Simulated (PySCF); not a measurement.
The group X on SiH2(OH)-X is varied. All species are isolated molecules in the gas phase. One relaxed conformer stands for each flexible species; it need not be the lowest. Strings in code marks are SMILES.

The four lowest singlet excitations (Tamm–Dancoff). These are PBE-D3(BJ)/def2-TZVP // PBE0-D4/def2-TZVP (PySCF) values and carry that method's errors. Excitations are Tamm–Dancoff values on a coarser integration grid. The basis has no diffuse functions, so Rydberg states are missing or too high.

```json
[
 {"state": "S1", "energy (eV)": "5.31", "wavelength (nm)": "233", "oscillator strength": "0.006"},
 {"state": "S2", "energy (eV)": "5.86", "wavelength (nm)": "211", "oscillator strength": "0.048"},
 {"state": "S3", "energy (eV)": "6.02", "wavelength (nm)": "206", "oscillator strength": "0.028"},
 {"state": "S4", "energy (eV)": "6.40", "wavelength (nm)": "194", "oscillator strength": "0.001"}
]
```

Task: Say which member gives these states.
A. `O[SiH2]O` (H–O–Si–O torsion -66°, O–Si–O–H torsion -66°)
B. `O[SiH2][SeH]` (H–O–Si–Se torsion 47°, O–Si–Se–H torsion -98°)
C. `O[SiH2]CF` (H–O–Si–C torsion 60°, O–Si–C–F torsion -60°)
D. `O[SiH2]B(O)O`

Result: B, `O[SiH2][SeH]` (H–O–Si–Se torsion 47°, O–Si–Se–H torsion -98°)
